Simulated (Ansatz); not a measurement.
CH$_{3}$AlFNO, 8 atoms. The species carries charge 0 and has multiplicity 1. The bonds changed during the relaxation, so this is another structure than the one it started from. All runs use 2 threads of an Arm Neoverse V1 on a shared host. Correlated methods freeze the cores.

Problem. How many basis functions does each run have, and how long does it take in Ansatz? RKS PBE0-D4/def2-TZVPP energy; RKS ωB97M-V/def2-TZVPP energy and forces; RKS PBE0-D4/def2-TZVP frequencies; RHF-CCSD(T)/def2-TZVPP energy; RKS SPW92 (LDA)/def2-TZVPP energy; direct RPA on PBE orbitals/def2-TZVPP energy; RKS ωB97M-V/def2-QZVPP energy; RKS PBE0-D4/def2-SVP energy; RKS PBE0-D4/def2-TZVP relaxation (7 steps); RKS PBE-D4/def2-TZVPP energy and forces; RHF-MP2/def2-QZVPP energy; RKS PBE0-D4/def2-QZVPP energy. (An estimate is asked.)

Solution. Computed: Other jobs shared the machine, so times are rough.

```
                                level                   job  functions  wall time  peak host memory (GiB)
                 RKS PBE0-D4/def2-SVP                energy         89      1.4 s                    0.38
           RKS SPW92 (LDA)/def2-TZVPP                energy        208      1.6 s                    0.23
                RKS PBE-D4/def2-TZVPP     energy and forces        208      3.4 s                    0.23
               RKS PBE0-D4/def2-TZVPP                energy        208      3.8 s                    0.41
direct RPA on PBE orbitals/def2-TZVPP                energy        208      6.5 s                    0.41
               RKS PBE0-D4/def2-QZVPP                energy        388       10 s                     1.1
               RKS ωB97M-V/def2-TZVPP     energy and forces        208       15 s                    0.59
                   RHF-MP2/def2-QZVPP                energy        388       24 s                     1.8
               RKS ωB97M-V/def2-QZVPP                energy        388       25 s                     1.2
                RKS PBE0-D4/def2-TZVP  relaxation (7 steps)        179       38 s                    0.39
               RHF-CCSD(T)/def2-TZVPP                energy        208    2.1 min                     2.9
                RKS PBE0-D4/def2-TZVP           frequencies        179    2.5 min                    0.39
```
